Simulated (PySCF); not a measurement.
C₉H₆OS₂, SMILES c1ccc(s1)C(=O)c1sccc1, singlet, GFN2-xTB optimised geometry.

```
18

O     -1.10    -2.32     0.00
C     -0.53    -1.24     0.00
C     -1.32    -0.01     0.00
C     -2.70    -0.01     0.00
C     -3.25     1.28     0.00
C     -2.30     2.25     0.00
S     -0.71     1.62     0.00
C      0.93    -1.20     0.00
C      1.71    -2.33     0.00
C      3.09    -2.06     0.00
C      3.35    -0.73     0.00
S      1.93     0.22     0.00
H     -3.26    -0.92     0.00
H     -4.31     1.48     0.00
H     -2.44     3.32     0.00
H      1.28    -3.32     0.00
H      3.85    -2.82     0.00
H      4.31    -0.24     0.00
```

Density from PySCF with B3LYP/def2-SVP at that geometry.

Minimum of the electron density along straight lines between bonded atoms, close to the bond critical point (lines longer than 1.1 times the sum of covalent radii, or with two minima, are not listed):

```tsv
bond	length / Å	ρ at the minimum / e bohr⁻³	∇²ρ there / e bohr⁻⁵	position (fraction from the first atom)
O1–C2	1.223	(withheld)	0.20	0.67
C2–C3	1.463	0.277	-0.68	0.50
C3–C4	1.376	0.317	-0.80	0.51
C4–C5	1.402	0.304	-0.77	0.50
C5–C6	1.362	0.323	-0.83	0.49
C3–S7	1.735	0.211	-0.44	0.47
C6–S7	1.712	0.220	-0.50	0.47
C2–C8	1.463	0.277	-0.68	0.50
C8–C9	1.376	0.317	-0.80	0.51
C9–C10	1.402	0.304	-0.77	0.50
C10–C11	1.362	0.323	-0.83	0.49
C8–S12	1.735	0.211	-0.44	0.47
C11–S12	1.712	0.220	-0.50	0.47
C4–H13	1.075	0.288	-1.14	0.65
C5–H14	1.075	0.285	-1.10	0.63
C6–H15	1.072	0.287	-1.13	0.64
C9–H16	1.075	0.288	-1.14	0.65
C10–H17	1.075	0.285	-1.10	0.63
C11–H18	1.072	0.287	-1.13	0.64
```

**Question.** Some entries are withheld; supply them.

**Answer.** 
- O1–C2, ρ at the minimum / e bohr⁻³: 0.400
